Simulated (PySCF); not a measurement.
**Arsenic: a sound run and one with changed settings**

Sound run: As [Ar] 3d10 4s2 4p3, As⁺ [Ar] 3d10 4s2 4p2. Computed with PySCF 2.14 in cc-pVDZ-PP with ECP10MDF, with a scalar-relativistic core potential. In the sound run the correlated levels freeze 3s2 3p6 3d10 outside the core potential. The sound run starts from symmetry-adapted Hartree-Fock orbitals and uses a fine grid where one is needed.

A second run was set up differently.

```
species   method  sound run (hartree)  changed run (hartree)  converged
     As      UHF           -331.19735             -331.19735        yes
     As   r2SCAN           -332.28955             -332.28955        yes
     As   M06-2X           -332.55612             -332.55612        yes
     As      MP2           -331.25202             -331.24668        yes
     As  CCSD(T)           -331.26733             -331.26733        yes
    As⁺      UHF           -330.85076             -330.85076        yes
    As⁺   r2SCAN           -331.91947             -331.91947        yes
    As⁺   M06-2X           -332.19970             -332.19970        yes
    As⁺      MP2           -330.89306             -330.88889        yes
    As⁺  CCSD(T)           -330.91006             -330.91006        yes
```

Ionisation energy of As:

```
 method  sound run (eV)  changed run (eV)
    UHF           9.431             9.431
 r2SCAN          10.071            10.071
 M06-2X           9.699             9.699
    MP2           9.768             9.736
SCS-MP2           9.649             9.628
   CCSD           9.719             9.719
CCSD(T)           9.722             9.722
```

Q: What was changed?
A. basis contracted for another Hamiltonian
B. minimal basis
C. a valence shell is frozen
D. level shift left on

A: D. It used initial guess atom, at most 50 SCF cycles, level shift 0.1 hartree. A level shift leaves the converged SCF energy unchanged but raises the virtual orbital energies, which shrinks MP2 if it is not removed.
